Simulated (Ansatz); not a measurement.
CH4OSSi, SMILES `O=CS[SiH3]`. Total charge 0; spin multiplicity 1.

Cartesian coordinates in Å:
```
O 0.992 -1.505 -0.013
C 1.339 -0.625 -0.751
S 0.527 0.934 -0.911
Si -1.012 0.509 0.548
H 2.216 -0.708 -1.415
H -0.409 0.283 1.880
H -1.832 -0.641 0.110
H -1.821 1.752 0.551
```

Problem. List the harmonic frequencies (cm⁻¹, unscaled) at PBE0-D4/def2-TZVP in Ansatz. (Estimate.)

Solution. Computed: 132, 184, 224, 451, 508, 609, 646, 771, 900, 934, 940, 952, 1362, 1769, 2244, 2263, 2273, 2987.

Problem. Is this a minimum?

Solution. Yes, all 18 modes are real.

Problem. Give the ideal-gas thermochemistry at 298.15 K and 1 bar (rigid rotor, harmonic oscillator; point group Cs, symmetry number 1).

Solution. Zero-point energy 120.5 kJ/mol; H(298) − E = 137.9 kJ/mol; entropy 316.4 J/(mol·K), of which translation 165.3, rotation 108.8, vibration 42.3; G(298) − E = 43.6 kJ/mol.
